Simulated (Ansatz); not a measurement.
Basis-set extrapolation for `CCS[SiH2]Cl` (PBE0-D4/def2-TZVP geometry, frozen core, Ansatz). Multiplicity 1, RHF reference.

```json
{"": "HF", "def2-TZVPP": "-1225.921650", "def2-QZVPP": "-1225.958504"}
{"": "MP2 correlation", "def2-TZVPP": "-0.841989", "def2-QZVPP": "-0.909916"}
{"": "CCSD(T) correlation", "def2-TZVPP": "-0.947753", "def2-QZVPP": "not run"}
```

Energies in hartree. Use E(X) = E(∞) + A·exp(−7.88·√X) for Hartree–Fock and E(X) = E(∞) + B·X^(−2.97) for correlation, with X = 3 and 4, and add CCSD(T) minus MP2 of the smaller set to the MP2 limit.

Problem. What is the CCSD(T) energy at the basis-set limit?

Solution. HF limit: -1225.958504 + (-0.036854) × 0.13774 = -1225.96358. MP2 limit: -0.909916 + (-0.067927) × 0.74074 = -0.96023. Higher-order term: -0.947753 − (-0.841989) = -0.10576. Total: -1227.02957 hartree, 100.5 kcal/mol below CCSD(T)/def2-TZVPP.
